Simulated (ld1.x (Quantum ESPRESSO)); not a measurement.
# lanthanum: TM pseudisation with PBEsol, scalar-relativistic reference atom.

La (Z = 57), norm-conserving Troullier–Martins (Kleinman–Bylander form), made with ld1.x (Quantum ESPRESSO) 7.5 (PBEsol, scalar-relativistic). Core [Kr] 4d10, reference 4f1 5s2 5p6 5d0 6s2 6p0. Waves: 5s (bound): rc 2.80 bohr; 5p (bound): rc 1.85 bohr; 4f (bound): rc 1.75 bohr; 5d (bound, empty): rc 2.80 bohr. Local part: the d channel. Core correction: none.

Occupied shells without a wave of their own: 6s. They enter only through the test configuration that unscreens the potential.

All-electron outer shells of the reference configuration (PBEsol, scalar-relativistic, ld1.x):

```csv
shell,level (eV),outermost node (bohr),outermost maximum (bohr)
4p,-195.00,0.34,0.63
4d,-99.34,0.32,0.68
5s,-37.45,0.78,1.43
5p,-21.44,0.83,1.62
6s,-4.24,1.90,3.93
5d,-3.25,0.96,2.33
6p,-1.93,2.26,5.05
4f,-1.46,–,0.76
```

Q: Does the generator finish with these settings?

A: Yes, a potential is produced.

Q: Estimate the cutoffs (Ry, on a coarse ladder) from which the occupation-weighted sum of valence levels, in a spherical-Bessel basis at the reference potential, stays within 10 and 1 mRy of its value at 400 Ry.

A: 100 Ry and 120 Ry.

Q: What does a ghost test show?

A: No extra level below or beside the all-electron valence levels (s, p, f, d tested).

Q: Which valence shell sets the plane-wave cutoff?

A: 4f: its level needs 120 Ry to come within 1 mRy, against 45 Ry for 5p.

No test is counted, since the test run did not reproduce the reference configuration.
